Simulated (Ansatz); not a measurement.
A nudged elastic band was laid between two geometries of ClFH2O2Ti + H4Si (12 atoms, charge 0, multiplicity 1).

Method: RKS PBE/def2-SVP (Ansatz 0.2.0).

| Quantity | Value |
| --- | --- |
| movable images | 7 |
| climbing image | yes |
| spring | 5.0 eV/Å² |
| optimiser | quadratic models (default) |
| start path | through a guess of the saddle point |
| force threshold | 0.05 eV/Å |
| iteration limit | 60 |
| end points | relaxed |

First end point:

```xyz
12
Properties=species:S:1:pos:R:3
Ti -0.484 -0.466 -0.263
Cl -0.988 -0.412 1.900
O 0.947 0.546 -0.604
H 1.869 0.453 -0.294
O -1.828 0.175 -1.238
H -2.712 -0.208 -1.390
F -0.175 -2.145 -0.675
Si 2.202 2.741 1.583
H 3.057 1.586 1.120
H 1.866 3.607 0.405
H 2.997 3.533 2.584
H 0.956 2.206 2.223
```

Last end point:

```xyz
12
Properties=species:S:1:pos:R:3
Ti -0.340 0.410 -0.191
Cl 2.821 -0.956 1.951
O 1.121 -0.456 -0.708
H 1.731 -0.918 -0.083
O -1.221 1.107 -1.576
H -2.142 1.407 -1.678
F -1.268 -0.280 1.132
Si 0.878 2.431 0.911
H 1.879 1.907 1.947
H 1.726 3.232 -0.048
H 0.031 3.413 1.689
H 2.492 0.320 2.005
```

**Question.** What changes between the two ends?

**Answer.** Bonds broken: Ti1–Cl2, Si8–H12. Bonds formed: Ti1–Si8, Cl2–H12. ClFH2O2Ti + H4Si becomes ClH + FH5O2SiTi.

**Question.** What energy profile does the band end with?

**Answer.** The forces met the threshold. The highest image is number 6 of 0 to 8, 171.3 kJ/mol above the first end and 18.9 kJ/mol above the last; the last end lies 152.4 kJ/mol above the first. The profile has 2 maxima (images 2, 6) with wells between them (image 3): this band takes more than one step, which may be the mechanism or a detour left from its start path. A vibrational analysis at the climbing image gives one clearly imaginary mode, 234i cm⁻¹: a first-order saddle point. The orbitals stay closed-shell, which can raise the energy where a bond breaks towards radicals; this wasn't checked here.

```tsv
image	path coordinate (Å)	energy (kJ/mol)	Ti1–Cl2 (Å)	Si8–H12 (Å)	Ti1–Si8 (Å)
0	0.00	0.0	2.22	1.50	4.57
1	2.25	1.0	2.22	1.50	4.34
2	4.50	4.1	2.22	1.50	4.20
3	6.74	1.5	2.22	1.50	4.24
4	8.99	1.9	2.22	1.50	4.38
5	11.24	74.3	2.33	1.53	3.23
6	13.49	171.3	3.18	2.61	2.63
7	14.84	159.5	3.55	2.67	2.62
8	16.19	152.4	4.06	2.87	2.60
```

**Question.** What is the geometry of the highest image?

**Answer.** 
```xyz
12
Properties=species:S:1:pos:R:3:forces:R:3
Ti 0.142 0.215 -0.102 -0.02 -0.03 0.00
Cl 1.965 -0.674 2.354 -0.01 0.04 0.01
O 1.456 -0.595 -0.973 0.00 -0.01 0.02
H 1.646 -1.204 -1.706 0.00 0.01 -0.01
O -0.848 1.076 -1.313 -0.02 0.00 0.03
H -1.753 1.407 -1.159 0.00 0.00 -0.03
F -0.996 -0.706 0.877 0.03 0.03 -0.01
Si 0.902 2.472 1.012 -0.01 0.00 -0.03
H 1.653 2.335 2.338 0.01 0.00 0.02
H 1.849 3.261 0.135 0.00 0.00 0.00
H -0.246 3.402 1.341 0.00 0.00 0.01
H 1.938 0.628 2.548 0.01 -0.04 0.00
```

Time of the run: 11 min on 4 threads of Arm Neoverse V1, with other jobs on the host, peak memory 0.24 GiB.
